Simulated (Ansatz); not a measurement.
`BC[SiH2]Cl` + `C[SeH]` → `C[Se][SiH2]Cl` + `BC` at 298.15 K and 1 bar (ligand exchange at the Si–C bond).

Gas-phase electronic energies from Ansatz, PBE0-D4/def2-TZVP geometries. CCSD(T)/CBS adds triple-zeta CCSD(T) − MP2 to the extrapolated MP2 energy (def2 sets, frozen cores). This one scheme is used for every species. For Se outer-core shells are correlated without core-valence functions, which leaves a few kJ/mol of doubt a bond. Scalar relativity is left out up to krypton. One conformer a species, not always the lowest.

| species | CCSD(T)/CBS energy (Eh) | H − E (kJ/mol) | S (J/(mol·K)) |
| --- | --- | --- | --- |
| `BC[SiH2]Cl` | -815.35378 | 194.1 | 335.6 |
| `C[SeH]` | -2441.15625 | 129.5 | 267.5 |
| `C[Se][SiH2]Cl` | -3190.69652 | 170.4 | 359.0 |
| `BC` | -65.83255 | 158.6 | 247.5 |

H − E and S are ideal-gas, rigid-rotor, harmonic terms from PBE0-D4/def2-TZVP, for one conformer and one mirror image of each species. 1 Eh = 2625.50 kJ/mol, R = 8.31446 J/(mol·K).

Problem. By hand: ΔE, ΔH, ΔS and ΔG.

Solution. ΔE = (-3190.69652) + (-65.83255) − (-815.35378) − (-2441.15625) = -0.01904 Eh = -50.0 kJ/mol. Δ(H − E) = 170.4 + 158.6 − 194.1 − 129.5 = 5.4, so ΔH = -44.6 kJ/mol. ΔS = 359.0 + 247.5 − 335.6 − 267.5 = 3.4 J/(mol·K). ΔG = -44.6 − 298.15 × (3.4)/1000 = -45.6 kJ/mol.

Problem. By hand: the equilibrium constant, and the temperature at which ΔG would vanish if ΔH and ΔS stayed fixed.

Solution. log₁₀ K = −ΔG/(RT ln 10) = 8.0. ΔH and −TΔS have one sign here, so there is no such temperature. One of them is within its doubt of zero, so this could turn.

The number of gas molecules stays the same, so ΔS is small and ΔH decides. A doubt of 5 kJ/mol in ΔE shifts log₁₀ K by 0.9 here. Other conformers and mirror images would add mixing entropy, several J/(mol·K) or more a flexible species. Modes under 60 cm⁻¹, often nearly free rotors, make the harmonic entropy too high. These are equilibria of isolated gas molecules and say nothing of rates. Largest T1 diagnostic: 0.010 (customary marks: 0.02 for closed shells, 0.045 for open ones).
